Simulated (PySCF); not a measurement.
Level of theory: TPSSh-D3(BJ)/def2-TZVP // CAM-B3LYP-D3(BJ)/def2-TZVP run with PySCF. All species are isolated molecules in the gas phase. One relaxed conformer stands for a flexible species; it need not be the lowest. Excitations are Tamm–Dancoff values on a coarser integration grid. The basis has no diffuse functions, so Rydberg states are missing or too high.

Reference species (SMILES): `[SiH3]/C=C/C=C/Cl` (C–C–C–C torsion 180°) (neutral, multiplicity 1).

```json
{
 "brightest of the four lowest singlets (TDA)": "5.52 eV",
 "S1 excitation (TDA)": "5.52 eV",
 "HOMO–LUMO gap": "4.49 eV"
}
```

Changed species: `C=C([SiH3])/C=C\Cl` (Si–C–C–C torsion 129°).

What does the change do to the brightest of the four lowest singlets (TDA), S1 excitation (TDA) and HOMO–LUMO gap?

the brightest of the four lowest singlets (TDA) falls by 0.37 eV, to 5.15 eV; the S1 excitation (TDA) decreases by 0.37 eV, to 5.15 eV; the HOMO–LUMO gap rises by 0.48 eV, to 4.97 eV.
